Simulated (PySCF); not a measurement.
CHCl2, SMILES Cl[CH]Cl, multiplicity 2.

Coordinates come from a r2SCAN-D4/def2-TZVP optimisation. The isomer is the one that the SMILES or the coordinates give; other isomers of the formula were not compared.

Calculation: PySCF with TDA-B3LYP/def2-SVPD.

Vertical excitations. Isolated molecule, no solvent.

Computed excitation energies, oscillator strengths and character:
```csv
state,energy (eV),λ (nm),f,main pairs
root 1,4.21,294,0.000,α HOMO→LUMO 98 %
root 2,5.05,245,0.001,β HOMO→LUMO 95 %
root 3,5.25,236,0.000,β HOMO−2→LUMO 99 %
root 4,5.44,228,0.006,"α HOMO→LUMO+2 63 %, β HOMO−1→LUMO 27 %"
root 5,5.62,221,0.081,"α HOMO→LUMO+2 25 %, β HOMO−1→LUMO 65 %"
root 6,5.72,217,0.001,α HOMO→LUMO+1 98 %
root 7,6.54,190,0.009,α HOMO→LUMO+3 96 %
root 8,6.76,184,0.038,"α HOMO→LUMO+4 24 %, β HOMO−3→LUMO 71 %"
root 9,6.98,178,0.000,"α HOMO→LUMO+5 70 %, α HOMO−1→LUMO 12 %"
root 10,7.01,177,0.004,"α HOMO−1→LUMO 52 %, α HOMO→LUMO+5 15 %, β HOMO→LUMO+1 23 %"
```
Unrestricted roots are not spin-pure.
